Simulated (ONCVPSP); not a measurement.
Pseudopotential generation for Pd: ONCV, Wu-Cohen, scalar-relativistic.

Pd (Z = 46), optimised norm-conserving Vanderbilt (ONCV), made with ONCVPSP 4.0.1 (Wu-Cohen, scalar-relativistic). Core [Kr], reference 4d10. Waves: s scattering state at 0.12 Ha: rc 1.25 bohr, ncon 4, nbas 7, qcut 5.6 1/bohr, 3 projectors, debl 1.7 Ha; p scattering state at 0.21 Ha: rc 1.45 bohr, ncon 4, nbas 7, qcut 5.9 1/bohr, 2 projectors, debl 2.5 Ha; 4d: rc 0.40 bohr, ncon 5, nbas 7, qcut 26.9 1/bohr, 2 projectors, debl 3 Ha. Local part: polynomial inside 0.40 bohr (lpopt 3, dvloc0 0 Ha). Core correction: polynomial model core, fcfact 0.45.

All-electron outer shells of the reference configuration (Wu-Cohen, scalar-relativistic, ld1.x):

```json
{"shell": "4d", "level (eV)": "-4.04", "outermost node (bohr)": "0.45", "outermost maximum (bohr)": "1.10"}
```

(1) Is a potential produced?

## Answers

(1) No. ONCVPSP 4.0.1 stopped with "test_data: must have ncon+3 <= nbas <= ncon+5, l= 2": the input breaks a rule of the program on the basis size: nbas must lie between ncon + 3 and ncon + 5. The 4d radius of 0.40 bohr lies inside the outermost node of the all-electron wave at 0.45 bohr.
